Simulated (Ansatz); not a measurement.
CH8SiSn, SMILES `C[SiH2][SnH3]`. The species carries charge 0 and has multiplicity 1. Sn: def2 effective core potential. The structure was optimised at the PBE0-D4/def2-TZVP level.

```xyz
11

C     1.808    0.098   -0.183
Si    0.095   -0.035   -0.937
Sn   -1.726   -0.063    0.867
H     2.571    0.108   -0.965
H     2.007   -0.748    0.478
H     1.904    1.016    0.400
H    -0.019   -1.282   -1.745
H    -0.159    1.115   -1.850
H    -1.673    1.360    1.815
H    -1.518   -1.389    1.928
H    -3.290   -0.179    0.191
```

What is the dipole moment at PBE/def2-TZVPP? (Best estimate.)

The calculation gave: 1.25 D, with components (1.24, 0.07, -0.15) D in this frame, pointing from negative to positive charge.

And with r2SCAN, B3LYP, ωB97M-V? (Best estimate.)

The calculation gave: r2SCAN 1.27 D, B3LYP 1.24 D, ωB97M-V 1.22 D.

Give the Mulliken charges with PBE, ωB97M-V, B3LYP in def2-TZVPP. (Best estimate.)

Computed: 
```tsv
atom	PBE	ωB97M-V	B3LYP
C1	-0.37	-0.44	-0.38
Si2	0.07	0.11	0.15
Sn3	0.40	0.28	0.44
H4	0.11	0.13	0.11
H5	0.11	0.13	0.11
H6	0.11	0.13	0.11
H7	-0.06	-0.03	-0.07
H8	-0.06	-0.03	-0.07
H9	-0.12	-0.09	-0.13
H10	-0.12	-0.09	-0.13
H11	-0.11	-0.09	-0.13
```

B3LYP here is the variant with VWN-RPA as its local correlation; programs differ in this.
